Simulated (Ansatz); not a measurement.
Consider the formal exchange of groups at the Si–C bond: `F[SiH2]C[SiH](F)F` + `C#N` → `N#C[SiH](F)F` + `C[SiH2]F`.

Calculated with Ansatz (gas phase, PBE0-D4/def2-TZVP geometries, no zero-point term in ΔE). CBS: MP2 limit from def2 TZ/QZ plus the TZ coupled-cluster correction, frozen cores. This one scheme is used for every species. DFT in def2-TZVPP. HSE06 is defined as in plane-wave codes. Each species was taken in one conformer, which may not be the lowest.

```
             level  ΔE (kcal/mol)  difference from CCSD(T)/CBS
       LDA (SPW92)           -2.1                          1.2
           BLYP-D4           -4.2                         -0.9
            B97M-V           -4.5                         -1.2
        r2SCANh-D4           -3.4                         -0.1
          HSE06-D4           -2.9                          0.4
      CAM-B3LYP-D4           -3.6                         -0.3
           ωB97M-V           -3.0                          0.3
            revPBE           -5.0                         -1.7
            r2SCAN           -3.9                         -0.6
              PBE0           -3.7                         -0.4
         CAM-B3LYP           -4.6                         -1.3
RPA@PBE/def2-TZVPP           -4.1                         -0.8
SCS-MP2/def2-TZVPP           -4.7                         -1.4
     HF/def2-QZVPP           -5.9                         -2.6
    MP2/def2-QZVPP           -3.8                         -0.5
    CCSD/CBS(def2)           -3.4                         -0.1
       CCSD(T)/CBS           -3.3                            0
```

Largest T1 diagnostic among the species: 0.014.

From BLYP to BHLYP (50 % exact exchange), in def2-TZVPP and without D4, ΔE moves by +1.1 kcal/mol. The D4 term adds +1.5 kcal/mol with B3LYP and +0.9 kcal/mol with PBE0; it sums over pairs of atoms, weighted by their polarisabilities, and B3LYP, whose exchange is more repulsive, gets the larger term. In def2-TZVPP, CCSD(T) changes the Hartree–Fock value by +2.0 kcal/mol (the triples alone add +0.1 kcal/mol) and MP2 by +1.7 kcal/mol.

B3LYP here is the variant with VWN-RPA as its local correlation; programs differ in this.
